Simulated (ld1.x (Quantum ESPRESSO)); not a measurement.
## zinc (Zn): excitation energies, all-electron against RRKJ

Zn (Z = 30), norm-conserving RRKJ (Kleinman–Bylander form), made with ld1.x (Quantum ESPRESSO) 7.5 (PBE, fully relativistic). Core [Ar], reference 3d10 4s0 4p0 (charge +2). Waves: 4p (bound, empty): rc 2.10 bohr; 3d (bound): rc 1.25 bohr; 4s (bound, empty): rc 1.50 bohr. Local part: the s channel. Core correction: Bessel-smoothed model core inside 1.00 bohr. rho0 = 0.02.

Open shells are filled in proportion to 2j + 1 (rel_dist='average').

Energies are relative to the spin-unpolarised reference configuration 3d10 4s0 4p0; without spin polarisation the order of configurations can differ from experiment.

```csv
valence configuration,charge,ΔE all-electron (eV),error AE − PS (meV)
3d10 4s2 4p0,0,-28.331,-18
3d10 4s1 4p0,+1,-18.443,-7.6
3d10 4s0 4p1,+1,-12.120,-5.7
3d10 4s1 4p1,0,-23.246,-15
3d10 4s1.5 4p0,+0.5,-24.391,-13
3d9 4s2 4p1,0,-16.089,-514
```

Q: What are ΔE and the potential's error for 3d9 4s0 4p0?

A: ΔE = 40.534 eV all-electron; the error (AE − PS) is -460 meV.
